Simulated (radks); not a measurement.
Species: Tl XXXIV. Configuration: [Kr] 4d10 4f2. All-electron calculation, Dirac Kohn-Sham, exchange-only PBE, spin-unpolarised, spherical densities, finite nucleus; open shells fill j = l - 1/2 first; Fermi nuclear charge, rms radius 5.4759 fm. Program: a radial shooting solver on a logarithmic mesh with Libxc functionals.

Unscreened Slater integrals over Kohn-Sham orbitals (cm^-1). Large and small components are both included. Empty in this configuration: 4f7/2.

integral          value
F0(4f5/2,4f5/2)  533810
F2(4f5/2,4f5/2)  283270
F4(4f5/2,4f5/2)  185010
F0(4f5/2,4d5/2)  509570
F2(4f5/2,4d5/2)  253900
F4(4f5/2,4d5/2)  164830
G1(4f5/2,4d5/2)  262370
G3(4f5/2,4d5/2)  179960
G5(4f5/2,4d5/2)  131910
F0(4f5/2,4d3/2)  515080
F2(4f5/2,4d3/2)  257710
G1(4f5/2,4d3/2)  271890
G3(4f5/2,4d3/2)  185430
F0(4f5/2,4p3/2)  509380
F2(4f5/2,4p3/2)  256280
G2(4f5/2,4p3/2)  202900
G4(4f5/2,4p3/2)  148670
F0(4f5/2,4f7/2)  531460
F2(4f5/2,4f7/2)  282370
F4(4f5/2,4f7/2)  184500
G2(4f5/2,4f7/2)  280260
G4(4f5/2,4f7/2)  183180
G6(4f5/2,4f7/2)  134120
F0(4d5/2,4d5/2)  496480
F2(4d5/2,4d5/2)  253350
F4(4d5/2,4d5/2)  172100
F0(4d5/2,4d3/2)  501310
F2(4d5/2,4d3/2)  255300
G2(4d5/2,4d3/2)  253920
G4(4d5/2,4d3/2)  172530
F0(4d5/2,4p3/2)  495940
F2(4d5/2,4p3/2)  254370
G1(4d5/2,4p3/2)  315840
G3(4d5/2,4p3/2)  202140
F0(4d5/2,4f7/2)  507590
F2(4d5/2,4f7/2)  253900
F4(4d5/2,4f7/2)  165150
G1(4d5/2,4f7/2)  264380
G3(4d5/2,4f7/2)  181280
G5(4d5/2,4f7/2)  132870
F0(4d3/2,4d3/2)  506360
F2(4d3/2,4d3/2)  257620
F0(4d3/2,4p3/2)  500670
F2(4d3/2,4p3/2)  255990
G1(4d3/2,4p3/2)  314410
G3(4d3/2,4p3/2)  201780
F0(4d3/2,4f7/2)  513030
F2(4d3/2,4f7/2)  257630
G3(4d3/2,4f7/2)  185260
G5(4d3/2,4f7/2)  135450
F0(4p3/2,4p3/2)  496670
F2(4p3/2,4p3/2)  258810
F0(4p3/2,4f7/2)  507440
F2(4p3/2,4f7/2)  256350
G2(4p3/2,4f7/2)  204320
G4(4p3/2,4f7/2)  149610
F0(4f7/2,4f7/2)  529160
F2(4f7/2,4f7/2)  281520
F4(4f7/2,4f7/2)  184040
F6(4f7/2,4f7/2)  134760
